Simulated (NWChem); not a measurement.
Molecule: Si$_{2}$H$_{3}$F$_{3}$; SMILES [SiH](F)(F)[SiH2]F

```xyz
8

Si    -0.5632     1.2740     0.2876
F      0.5453     2.3601    -0.2572
Si     0.1103    -0.8738    -0.3997
F     -1.0716    -1.9011     0.0741
F      1.4728    -1.2906     0.3994
H     -0.6285     1.3452     1.7865
H     -1.9027     1.6201    -0.2997
H      0.3538    -1.0826    -1.8633
```
Atoms are numbered in this order, from 1.

All runs: NWChem. Structure relaxed at the PBE-D3(BJ)/def2-SVP level. B3LYP is NWChem's, with the RPA form of VWN correlation.

Question: Estimate the computed values for B3LYP/cc-pVDZ. Quantities: highest occupied level (eV); orbital gap (eV); dipole (D).

Answer: 
```
Property                     Value
---------------------------  -----
highest occupied level (eV)  -8.42
orbital gap (eV)              7.18
dipole (D)                    1.34
```
